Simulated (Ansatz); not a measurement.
`C[CH2][Ga]([Cl])[Cl]` + HBr → `[Cl][Ga]([Cl])[Br]` + ethane at 700 K and 1 bar (ligand exchange at a Ga–C bond).

Isolated molecules relaxed with PBE0-D4/def2-TZVP in Ansatz; ΔE leaves out vibrations. CCSD(T)/CBS is the MP2 limit (def2-TZVPP, def2-QZVPP) plus CCSD(T) − MP2 in def2-TZVPP, frozen cores. This one scheme is used for every species. For Br, Ga outer-core shells are correlated without core-valence functions, which leaves a few kJ/mol of doubt a bond. Scalar relativity is left out up to krypton. One conformer a species, not always the lowest.

| species | CCSD(T)/CBS energy (Eh) | H − E (kJ/mol) | S (J/(mol·K)) |
| --- | --- | --- | --- |
| `C[CH2][Ga]([Cl])[Cl]` | -2922.73620 | 255.8 | 501.7 |
| HBr | -2573.91920 | 36.5 | 223.7 |
| `[Cl][Ga]([Cl])[Br]` | -5416.98025 | 59.3 | 414.3 |
| `CC` | -79.71954 | 238.1 | 289.3 |

H − E and S are ideal-gas, rigid-rotor, harmonic terms from PBE0-D4/def2-TZVP, for one conformer and one mirror image of each species. 1 Eh = 2625.50 kJ/mol, R = 8.31446 J/(mol·K).

Task: By hand: ΔE, ΔH, ΔS and ΔG.

Result: ΔE = (-5416.98025) + (-79.71954) − (-2922.73620) − (-2573.91920) = -0.04439 Eh = -116.5 kJ/mol. Δ(H − E) = 59.3 + 238.1 − 255.8 − 36.5 = 5.1, so ΔH = -111.4 kJ/mol. ΔS = 414.3 + 289.3 − 501.7 − 223.7 = -21.8 J/(mol·K). ΔG = -111.4 − 700 × (-21.8)/1000 = -96.1 kJ/mol.

Task: By hand: the equilibrium constant, and the temperature at which ΔG would vanish if ΔH and ΔS stayed fixed.

Result: log₁₀ K = −ΔG/(RT ln 10) = 7.2. ΔG = 0 at ΔH/ΔS = 5110 K, far beyond where these terms or the molecules hold.

ΔH outweighs TΔS. A doubt of 5 kJ/mol in ΔE shifts log₁₀ K by 0.4 here. Other conformers and mirror images would add mixing entropy, several J/(mol·K) or more a flexible species. Modes under 60 cm⁻¹, often nearly free rotors, make the harmonic entropy too high. These are equilibria of isolated gas molecules and say nothing of rates. Largest T1 diagnostic: 0.011 (customary marks: 0.02 for closed shells, 0.045 for open ones).
